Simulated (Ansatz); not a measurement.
System: SiCl, charge 0, doublet. SiCl (SMILES [Si]Cl, doublet).
B3LYP-D3(BJ)/def2-TZVP minimum from Ansatz (an electronic-structure program):
```xyz
2

Si     0.0000     0.0000    -1.1428
Cl     0.0000     0.0000     0.9411
```
Charge 0, spin multiplicity 2.

Hartree-Fock and MP2 correlation energies in hartree (Ansatz). UHF or UKS for unpaired electrons; spin-orbit terms are left out. Correlated methods leave the cores frozen. No relativity.

```csv
basis,X,E(HF),"E(corr, MP2)"
cc-pV(T+d)Z,3,-748.45503,-0.26165
cc-pV(Q+d)Z,4,-748.46098,-0.28710
cc-pV(5+d)Z,5,-748.46208,withheld
```

Q: Fit E(corr) = E∞ + A/X³ to X = 3 and 4, predict X = 5, and compare with the run.

A: A = (-0.26165 - (-0.28710))/(1/27 - 1/64) = 1.1886; E∞ = -0.28710 - A/64 = -0.30567; at X = 5, E∞ + A/125 = -0.29616. The run gave -0.29806, 1.90 mEh below the prediction. The same form on X = 4 and 5 gives E∞ = -0.30956, 3.89 mEh below the first estimate.
